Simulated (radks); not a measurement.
All-electron atom: neutral carbon in [He] 2s1.5 2p2.5 (fractional occupations, a model configuration). All-electron calculation, scalar-relativistic Kohn-Sham, r2SCAN, spin-unpolarised, spherical densities, finite nucleus; meta-GGA in the generalised Kohn-Sham scheme; Fermi nuclear charge, rms radius 2.4702 fm. Program: a radial shooting solver on a logarithmic mesh with Libxc functionals. Some entries of the table are withheld. Estimate them.

| orbital | occ. | eigenvalue (eV) | <1/r> (bohr^-1) | <r^2> (bohr^2) |
|---|---|---|---|---|
| 1s | 2 | -278.1463 | 5.658 | 0.09857 |
| 2s | 1.5 | (1) | (2) | (3) |
| 2p | 2.5 | (4) | (5) | (6) |

Answer. 
(1) 2s eigenvalue (eV): -14.7537
(2) 2s <1/r> (bohr^-1): 0.9161
(3) 2s <r^2> (bohr^2): 2.990
(4) 2p eigenvalue (eV): -5.5136
(5) 2p <1/r> (bohr^-1): 0.7667
(6) 2p <r^2> (bohr^2): 4.155
